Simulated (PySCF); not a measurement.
**Structure elucidation problem**

The spectra below were simulated for a compound C$_{3}$H$_{10}$N$_{2}$Si.

$^{1}$H NMR (400 MHz, computed): δ 5.33 (m, 1H), 3.45 (m, 2H), 3.26 (m, 2H), 2.90 (s, 3H), 0.76 (br s, 1H), 0.34 (br s, 1H).

$^{13}$C{$^{1}$H} NMR (computed): δ 50.7 (CH2), 32.7 (CH3).

A single conformation, rapidly exchanging positions averaged, no solvent, non-relativistic Hamiltonian. σ from GIAO-PBE0/pcSseg-1; coordinates at the GFN2-xTB level; PySCF 2.14.0 with density-fitted response routines.

Shifts are taken against calculated references (same method and geometry level): $^{1}$H, $^{13}$C against TMS.

Problem. Choose the structure that fits.
A. CN[SiH]1CNC1
B. NN([SiH3])C1CC1
C. C=N[Si@@H](C)NC
D. C=N[SiH2]N(C)C

Solution. A. 

1. Rings plus π bonds: 1 (1 ring in the answer).
2. 2 carbon signals for 3 carbons: some carbons are equivalent by symmetry or fast rotation.
3. Carbon types of the structure: 2 × CH2, 1 × CH3, leaving 3 H on heteroatoms.
4. δC 50.7: sp3 CH2 bonded to N and Si; the inductive effect lowers its shielding.
5. δC 32.7: methyl carbon bonded to N; the inductive effect lowers its shielding.
6. δH 3.45, 3.26: hydrogen on an sp3 CH2 bonded to N and Si; its carbon carries N, hence the downfield position.
7. δH 2.90: hydrogen on a methyl carbon bonded to N; its carbon carries N, an electronegative neighbour.
8. δH 0.34: hydrogen on an amine nitrogen; exchangeable; this is the value without hydrogen bonding to other molecules.

The others: NN([SiH3])C1CC1 has carbons computed at 40.4, 6.6, with a different DEPT pattern; C=N[SiH2]N(C)C has carbons computed at 170.2, 39.2, with a different DEPT pattern; C=N[Si@@H](C)NC would give 3 carbon signals, not 2.

Exchangeable OH/NH protons stand at their gas-phase positions; hydrogen bonding in a real sample shifts them, mostly to higher δ. Shifts are as computed. Against solution values, carbons near 30 ppm lie about +3 ppm off and those near 130 ppm about +5 ppm. Of 1211 compounds with measured shifts, 218 miss one by over three times the rms of a fit or turn the order of signals round; such compounds aren't used in these exercises. No couplings were computed; multiplicities are counted from neighbouring protons, with m where these are inequivalent, close in shift, in a saturated or five-membered ring or joined by F or P, and br s for small geminal =CH2 splittings.
